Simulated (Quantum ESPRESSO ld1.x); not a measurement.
Q: Tc V, configuration [Kr] 4d3 (the NIST ground configuration). Calculated with ld1.x of Quantum ESPRESSO 7.5: scalar-relativistic Kohn-Sham, LDA (Slater exchange, Perdew-Zunger correlation), spin-polarised, spherical densities, point nucleus; open shells are filled with parallel spins first. Some entries of the table are withheld. Estimate them.

| orbital | occ. | eigenvalue (eV) | <1/r> (bohr^-1) | <r> (bohr) |
|---|---|---|---|---|
| 1s up | 1 | -20888.0 | 44.66 | 0.03432 |
| 1s down | 1 | -20888.0 | 44.66 | 0.03432 |
| 2s up | 1 | -3022.09 | 10.07 | 0.1498 |
| 2s down | 1 | -3021.61 | 10.07 | 0.1498 |
| 2p up | 3 | -2711.66 | 9.789 | 0.1304 |
| 2p down | 3 | -2711.29 | 9.789 | 0.1304 |
| 3s up | 1 | -564.985 | 3.475 | 0.4161 |
| 3s down | 1 | -564.645 | 3.475 | 0.4160 |
| 3p up | 3 | -463.123 | 3.310 | 0.4168 |
| 3p down | 3 | -462.752 | 3.311 | 0.4167 |
| 3d up | 5 | -297.826 | 3.083 | 0.3991 |
| 3d down | 5 | -297.328 | 3.083 | 0.3988 |
| 4s up | 1 | -120.133 | 1.312 | 1.044 |
| 4s down | 1 | -117.933 | 1.317 | 1.041 |
| 4p up | 3 | -91.6054 | (1) | 1.142 |
| 4p down | 3 | -89.2969 | (2) | 1.140 |
| 4d up | 3 | -50.2949 | 0.9135 | 1.436 |
| 4d down | 0 | -47.9413 | 0.9114 | 1.444 |
| 5s up | 0 | -38.7818 | 0.5506 | (3) |
| 5s down | 0 | -37.2783 | 0.5385 | (4) |
| 5p up | 0 | -31.1130 | (5) | 2.707 |
| 5p down | 0 | -29.9206 | (6) | 2.771 |

A: 
(1) 4p up <1/r> (bohr^-1): 1.180
(2) 4p down <1/r> (bohr^-1): 1.184
(3) 5s up <r> (bohr): 2.397
(4) 5s down <r> (bohr): 2.441
(5) 5p up <1/r> (bohr^-1): 0.4873
(6) 5p down <1/r> (bohr^-1): 0.4734
